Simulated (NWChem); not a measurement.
System: GeHOF$_{3}$; SMILES [F][Ge]([F])([F])[OH]

```xyz
6

O      1.2096    -1.2423    -0.1415
Ge     0.0010    -0.0130    -0.0006
F     -0.0522     1.0167    -1.3636
F     -1.5144    -0.7677     0.1630
F      0.2535     1.0016     1.3516
H      2.1094    -0.9000    -0.2093
```
Atoms are numbered in this order, from 1.

All runs: NWChem. Structure relaxed at the PBE0/def2-SVP level. B3LYP is NWChem's, with the RPA form of VWN correlation. Ions are spin-unrestricted doublets at the neutral geometry; other ion states weren't tried.

```csv
level,"vertical ionisation energy, ΔSCF (eV)",−ε(HOMO) (eV),ΔSCF minus −ε(HOMO) (eV)
B3LYP/def2-SVP,13.33,10.12,3.21
Hartree-Fock/def2-SVP,12.46,15.55,-3.09
LRC-wPBEh/def2-SVP,…,…,…
CAM-B3LYP/def2-SVP,13.56,11.98,1.58
```

### Question
What belongs in the gaps?

### Answer

- LRC-wPBEh/def2-SVP, vertical ionisation energy, ΔSCF (eV): 13.51
- LRC-wPBEh/def2-SVP, −ε(HOMO) (eV): 12.42
- LRC-wPBEh/def2-SVP, ΔSCF minus −ε(HOMO) (eV): 1.09
